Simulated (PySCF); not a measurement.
## BrF₄⁻: adding exact exchange

Base calculation in PySCF with density fitting and no spin–orbit coupling, PBE/def2-SVPD (no relativity): singlet, D4h, Br–F 1.957 Å (×4); wavenumbers 151, 168 (×2), 209, 288, 388, 465, 480 (×2) cm⁻¹; gap between the highest occupied and lowest empty levels 3.58 eV, polar-tensor charge of Br 1.98 e.

Question: What changes on going to PBE0/def2-SVPD (no relativity)?

Answer: The point group stays the same. Changes: mean bond to Br -0.043 Å, highest wavenumber +39 cm⁻¹, lowest wavenumber +18 cm⁻¹, gap between the highest occupied and lowest empty levels +2.96 eV, polar-tensor charge of Br +0.27 e. The new structure has Br–F 1.914 Å (×4), with wavenumbers 169, 174 (×2), 226, 321, 437, 505 (×2), 519 cm⁻¹. Exact exchange shortens and stiffens the bonds and opens the gap, the usual pattern.

Each species is the lowest minimum found with this bonding; other isomers or fragments can lie lower.
